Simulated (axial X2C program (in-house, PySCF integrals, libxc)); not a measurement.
# Pm: configurations by level of theory

Computed with an in-house all-electron X2C program for linear molecules (integrals from PySCF), basis dyall-v3z (cores contracted in-house), spin-free (one-electron X2C) and two-component (2c, atomic mean-field Coulomb and Gaunt terms). Energies in eV from the lowest row of each column (rows without correlated energies are left out; n/a marks j-coupled starts, which PBE0 does not hold); electrons by l are Mulliken totals of the Hartree–Fock solution, and PBE0 can relax to another configuration under the same block occupation. Coupled cluster uses truncated natural virtuals with an MP2 remainder. Frozen shells in the correlated columns: 4 s, 3 p, 2 d.

The low spin-free determinants:

```json
{"electrons by l": "s12 p24 d20 f5", "M_S, M_L": "5/2, 5", "HF": "0.00", "MP2": "0.00", "PBE0": "0.29"}
{"electrons by l": "s12 p24 d20 f5", "M_S, M_L": "5/2, 4", "HF": "0.06", "MP2": "0.03", "PBE0": "0.02"}
{"electrons by l": "s12 p24 d20 f5", "M_S, M_L": "5/2, 2", "HF": "0.20", "MP2": "0.14", "PBE0": "0.01"}
{"electrons by l": "s12 p24 d20 f5", "M_S, M_L": "5/2, 3", "HF": "0.30", "MP2": "0.21", "PBE0": "0.00"}
{"electrons by l": "s12 p24 d20 f5", "M_S, M_L": "5/2, 0", "HF": "0.31", "MP2": "0.24", "PBE0": "0.15"}
{"electrons by l": "s12 p24 d20 f5", "M_S, M_L": "5/2, 2", "HF": "0.56", "MP2": "0.42", "PBE0": "0.14"}
{"electrons by l": "s12 p24 d20 f5", "M_S, M_L": "5/2, 3", "HF": "0.55", "MP2": "0.42", "PBE0": "0.24"}
{"electrons by l": "s12 p24 d20 f5", "M_S, M_L": "5/2, 1", "HF": "1.23", "MP2": "0.95", "PBE0": "0.58"}
```

And the two-component ones:

```
electrons by l  2M_J    HF   MP2  PBE0
s12 p24 d20 f5     5  0.00  0.00  0.20
s12 p24 d20 f5     3  0.12  0.09  0.00
s12 p24 d20 f5     1  0.37  0.32  0.11
s12 p24 d20 f5     1  0.41  0.32  0.04
s12 p24 d20 f5     5  0.60  0.53  0.38
s12 p24 d20 f5    13  0.58  0.54  0.48
s12 p24 d20 f5     9  0.60  0.54  0.36
s12 p24 d20 f5    15  0.57  0.57   n/a
```

Ground level as tabulated from the NIST Atomic Spectra Database (leading term): 2S+1 = 6, L = 5, J = 5/2.

Spin-free rows of one term, and 2c rows of one J level, should be degenerate; broken spherical symmetry, the missing current term of PBE0 and determinants that mix terms or J levels spread them. The search is wide but not exhaustive and can miss a configuration; gaps between s and d configurations can be off by some tenths of an eV with this basis and core.

The run took 2.5 min on 1 thread of Arm Neoverse V1 (shared host).
